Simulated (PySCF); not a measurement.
C4H9FSi, SMILES CC[SiH2]/C=C\F.

The structure is a stationary point at PBE-D3(BJ)/def2-SVP. The structure was generated by enumeration; whether it is a known compound was not checked. The values are those of a single conformer.

Two levels are set side by side: PBE/def2-TZVP (PySCF) and M06-2X/def2-TZVP (PySCF). Same geometry, gas phase. Differences are taken from unrounded values.

```
quantity                     M06-2X
---------------------------  ------
orbital gap (eV)               9.32
highest occupied level (eV)   -8.86
lowest empty level (eV)        0.46
dipole moment (D)              1.94
mean polarisability (bohr³)    76.4
```

Q: What does PBE give, and how far is it from M06-2X? (The exact figures need the calculation; the answer reports its results.)

A: 
```
quantity                       PBE  PBE minus M06-2X
---------------------------  -----  ----------------
orbital gap (eV)              5.01             -4.31
highest occupied level (eV)  -6.40              2.46
lowest empty level (eV)      -1.39             -1.85
dipole moment (D)             1.85             -0.09
mean polarisability (bohr³)   79.8               3.4
```

Without exact exchange PBE keeps part of each electron's self-repulsion, which lifts occupied levels and narrows the gap. Loosely held outer electrons make PBE densities more polarisable. Differences between two approximate levels are no errors against the true value.

Rough cost on one machine, each run with all the roots and properties that it gave: M06-2X against PBE about 4 times.
